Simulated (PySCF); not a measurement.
2,3-dihydrothiophene (C4H6S), SMILES C1=CCCS1.

The structure is a stationary point at PBE-D3(BJ)/def2-SVP. The values are those of a single conformer.

Two levels are set side by side: TDA-PBE/def2-SVPD (PySCF) and TDA-ωB97X/def2-SVPD (PySCF). Vertical, same geometry. The lowest singlet is HOMO→LUMO+1 82 %, HOMO→LUMO 17 % with PBE and HOMO→LUMO+1 44 %, HOMO→LUMO 31 %, HOMO→LUMO+8 8 %, HOMO→LUMO+5 7 % with the other functional; states are paired by order. Differences are taken from unrounded values.

```csv
quantity,TDA-PBE
lowest singlet excitation (eV),4.44
lowest triplet excitation (TDA) (eV),3.37
first bright state (f over 0.05) (eV),4.92
its oscillator strength,0.07
```

**Question.** These are the TDA-PBE values. What does TDA-ωB97X give? (Estimate from the structure and the level; the computed values follow.)

**Answer.** 
```csv
quantity,TDA-ωB97X,TDA-PBE minus TDA-ωB97X
lowest singlet excitation (eV),4.98,-0.54
lowest triplet excitation (TDA) (eV),3.62,-0.25
first bright state (f over 0.05) (eV),5.72,-0.80
its oscillator strength,0.18,-0.11
```

Functionals without exact exchange tend to place singlet excitations lower, as here. Differences between two approximate levels are no errors against the true value.

Rough cost on one machine, each run with all the roots and properties that it gave: TDA-ωB97X against TDA-PBE about 3 times.
